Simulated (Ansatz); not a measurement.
Ansatz (an electronic-structure program) input (B3LYP-D3(BJ)/def2-TZVP):

Ansatz 0.2 input:
```yaml
crystal:
  periodic: [false, false, false]
  atoms:
    - {symbol: Al, position_ang: [0.48660219, 0.17373525, -0.66603263]}
    - {symbol: H, position_ang: [-0.42719491, -0.10819385, 0.69107184]}
basis:
  gaussian:
    orbitals: def2-TZVP
hamiltonian:
  xc: b3lyp
  dispersion: d3bj
total_charge: -1
magnetization: {spin_polarized: true, initial_magnetization: 1}
relax: {f_tol: 0.002, max_steps: 150}
```

End of the output:

```
the calculation of the forces begins
reference -6612.47245900 eV, -243.0038807733 hartree; 8, 7 occupied and 35, 36 virtual orbitals, 303 factors
relax step   2: F+E_penalty+E_count = -6612.49658838 eV  Δ(F+E_penalty+E_count) = -9.448e-3 eV  max|allowed force component| = 9.034e-2 eV/Å  Δτ_max = 0.0183 Å  (31 SCF iters, accepted)
these checks for a lower state are left out or cut short: starts, cluster_reference, orbital_swaps, neighbouring_geometries, increment
integrals: 0.00 GiB planned
303 factors; their error is unknown
mean field: 0.09 GiB planned
mean field -6612.47304714 eV, -243.0039023873 hartree, gradient 1.6e-5 eV, S^2 0.756012; 0 other end points of the search recorded, 0 dependent functions left out
the calculation of the forces begins
reference -6612.47320914 eV, -243.0039083404 hartree; 8, 7 occupied and 35, 36 virtual orbitals, 303 factors
relax step   3: F+E_penalty+E_count = -6612.49741028 eV  Δ(F+E_penalty+E_count) = -8.219e-4 eV  max|allowed force component| = 2.310e-3 eV/Å  Δτ_max = 0.0073 Å  (33 SCF iters, accepted)
these checks for a lower state are left out or cut short: starts, cluster_reference, orbital_swaps, neighbouring_geometries, increment
integrals: 0.00 GiB planned
303 factors; their error is unknown
mean field: 0.09 GiB planned
mean field -6612.47304553 eV, -243.0039023280 hartree, gradient 1.4e-5 eV, S^2 0.756012; 0 other end points of the search recorded, 0 dependent functions left out
the calculation of the forces begins
reference -6612.47320753 eV, -243.0039082816 hartree; 8, 7 occupied and 35, 36 virtual orbitals, 303 factors
relax step   4: F+E_penalty+E_count = -6612.49741084 eV  Δ(F+E_penalty+E_count) = -5.627e-7 eV  max|allowed force component| = 1.396e-6 eV/Å  Δτ_max = 0.0002 Å  (20 SCF iters, accepted)
integrals: 0.00 GiB planned
303 factors; their error is unknown
mean field: 0.09 GiB planned
mean field evaluation 64: about -6612.4730 eV, gradient 3.9e-5 eV
mean field -6612.47304553 eV, -243.0039023280 hartree, gradient 1.4e-5 eV, S^2 0.756012; 3 other end points of the search recorded, 0 dependent functions left out
the calculation of the forces begins
reference -6612.47320753 eV, -243.0039082816 hartree; 8, 7 occupied and 35, 36 virtual orbitals, 303 factors
Total energy: -6612.49757284 eV, -243.0048036902 hartree
Atom 0 at     0.500834     0.178126    -0.687169 Å, force    -0.000001    -0.000000     0.000001 eV/Å
Atom 1 at    -0.441427    -0.112585     0.712208 Å, force     0.000001     0.000000    -0.000001 eV/Å
Dipole moment:    -0.013373    -0.004126     0.019860 e Å
```
